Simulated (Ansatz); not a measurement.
Born–Oppenheimer molecular dynamics of ClH₄OPZn (8 atoms, charge 0, multiplicity 1). It starts at the highest image of a converged band, a first-order saddle point between two minima.

All numbers below come from RKS B3LYP/def2-SVP (Ansatz 0.2.0).

```
ensemble                      : NVE (velocity Verlet)
time step                     : 0.5 fs
steps asked                   : 200
starting velocities drawn for : 300 K
seed                          : 8555
```

First frame:

```xyz
8
Properties=species:S:1:pos:R:3
Zn 0.434 0.007 0.028
O -0.178 0.423 1.791
H -0.737 -0.165 2.325
Cl -0.010 -0.583 -1.973
P 2.730 0.506 1.373
H 2.842 -0.690 0.590
H 2.605 1.371 0.235
H 1.134 0.438 1.925
```

Q: What does the run give?

A: The run went to its last step.

| Quantity | Value |
| --- | --- |
| steps done | 200 |
| time covered | 100 fs |
| mean temperature over the second half | 739 K |
| spread of the potential energy over the second half | 7.1 meV per atom |
| mean potential energy of the second half above the start | -42.5 meV per atom |

The conserved energy stayed within 0.093 meV per atom of its start (net change -0.061 meV per atom), so the integration is sound. The kinetic energy rose, since the run started high on the potential surface and went downhill. It ends in pieces (ClHOZn + H3P), so much of that is their flight and rotation, not heat. A run of 0.1 ps of so small a system gives no equilibrium averages. The orbitals stay closed-shell, which can raise the energy where a bond breaks towards radicals; this wasn't checked here.

Q: What happens to the structure?

A: Between its relaxed ends the band would form Zn1–P5, O2–H8 and break P5–H8. These pairs go: Zn1–P5 2.71 → 3.75 Å, O2–H8 1.32 → 3.13 Å, P5–H8 1.69 → 1.43 Å. In the last frame they stand as before the step (other bonds may differ from the relaxed reactants and products). It ends as ClHOZn + H3P. Pairs count as bonded within 1.25 times the sum of covalent radii (0.12 Å more for H–H). Another seed would give other details.

Q: How do temperature and energy run in time?

A: 
| time (fs) | T (K) | potential energy less start (eV) | conserved less start (meV/atom) |
| --- | --- | --- | --- |
| 0.0 | 300 | 0.000 | 0.00 |
| 5.0 | 278 | 0.017 | 0.01 |
| 10.0 | 207 | 0.072 | 0.06 |
| 15.0 | 378 | -0.060 | 0.00 |
| 20.0 | 408 | -0.083 | 0.06 |
| 25.0 | 527 | -0.176 | 0.02 |
| 30.0 | 634 | -0.259 | -0.05 |
| 35.0 | 547 | -0.191 | 0.02 |
| 40.0 | 558 | -0.200 | 0.04 |
| 45.0 | 691 | -0.303 | -0.02 |
| 50.0 | 659 | -0.278 | 0.02 |
| 55.0 | 593 | -0.227 | 0.09 |
| 60.0 | 678 | -0.293 | 0.03 |
| 65.0 | 716 | -0.323 | -0.02 |
| 70.0 | 712 | -0.319 | 0.00 |
| 75.0 | 705 | -0.314 | 0.02 |
| 80.0 | 785 | -0.376 | -0.04 |
| 85.0 | 833 | -0.414 | -0.01 |
| 90.0 | 743 | -0.343 | 0.07 |
| 95.0 | 811 | -0.397 | 0.00 |
| 100.0 | 949 | -0.504 | -0.06 |

Time of the run: 9.9 min on 2 threads of Arm Neoverse V1 (shared host), peak memory 0.23 GiB.
